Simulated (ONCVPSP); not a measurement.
# Reading a pseudo-wave (Cd)

Columns: radius, all-electron u(r) and pseudo u(r) of the 4s shell (level -105.81 eV) of cadmium in the configuration [Ar] 3d10 4s2 4p6 4d10 5s2; PBEsol, scalar-relativistic, ONCV scheme, ONCVPSP 4.0.1.

```json
{"r (bohr)": "0.088", "all-electron": "0.4540", "pseudo": "0.0905"}
{"r (bohr)": "0.175", "all-electron": "-0.2234", "pseudo": "0.1997"}
{"r (bohr)": "0.262", "all-electron": "-0.6949", "pseudo": "0.3406"}
{"r (bohr)": "0.350", "all-electron": "-0.4647", "pseudo": "0.5144"}
{"r (bohr)": "0.438", "all-electron": "0.0792", "pseudo": "0.7052"}
{"r (bohr)": "0.525", "all-electron": "0.6024", "pseudo": "0.8876"}
{"r (bohr)": "0.612", "all-electron": "0.9775", "pseudo": "1.0388"}
{"r (bohr)": "0.700", "all-electron": "1.1850", "pseudo": "1.1399"}
{"r (bohr)": "0.788", "all-electron": "1.2496", "pseudo": "1.1788"}
{"r (bohr)": "0.875", "all-electron": "1.2158", "pseudo": "1.1575"}
{"r (bohr)": "0.962", "all-electron": "1.1232", "pseudo": "1.0872"}
{"r (bohr)": "1.050", "all-electron": "0.9999", "pseudo": "0.9824"}
{"r (bohr)": "1.138", "all-electron": "0.8672", "pseudo": "0.8606"}
{"r (bohr)": "1.225", "all-electron": "0.7391", "pseudo": "0.7374"}
{"r (bohr)": "1.312", "all-electron": "0.6211", "pseudo": "0.6208"}
{"r (bohr)": "1.400", "all-electron": "0.5151", "pseudo": "0.5150"}
{"r (bohr)": "1.487", "all-electron": "0.4243", "pseudo": "0.4242"}
{"r (bohr)": "1.575", "all-electron": "0.3464", "pseudo": "0.3463"}
{"r (bohr)": "1.662", "all-electron": "0.2818", "pseudo": "0.2817"}
{"r (bohr)": "1.750", "all-electron": "0.2276", "pseudo": "0.2276"}
{"r (bohr)": "1.838", "all-electron": "0.1832", "pseudo": "0.1832"}
{"r (bohr)": "1.925", "all-electron": "0.1474", "pseudo": "0.1473"}
{"r (bohr)": "2.012", "all-electron": "0.1182", "pseudo": "0.1182"}
{"r (bohr)": "2.100", "all-electron": "0.0944", "pseudo": "0.0944"}
{"r (bohr)": "2.188", "all-electron": "0.0752", "pseudo": "0.0752"}
{"r (bohr)": "2.275", "all-electron": "0.0600", "pseudo": "0.0600"}
```

(1) How many radial nodes do the two functions have?

(2) At about which radius was the pseudo-wave matched?

(3) Is the pseudo-wave norm-conserving?

Results:

(1) The all-electron 4s function has n − l − 1 = 3 (the table is too coarse to show those close to the nucleus); the pseudo-wave has 0, since the states of the same l below it are removed with the core.

(2) 1.50 bohr. The columns agree to 0.0005 from 1.31 bohr on; several derivatives are matched, so the curves merge somewhat inside the radius.

(3) Yes: the ONCV scheme keeps the norm inside the radius equal to the all-electron one, which fixes the energy derivative of the logarithmic derivative at the level.
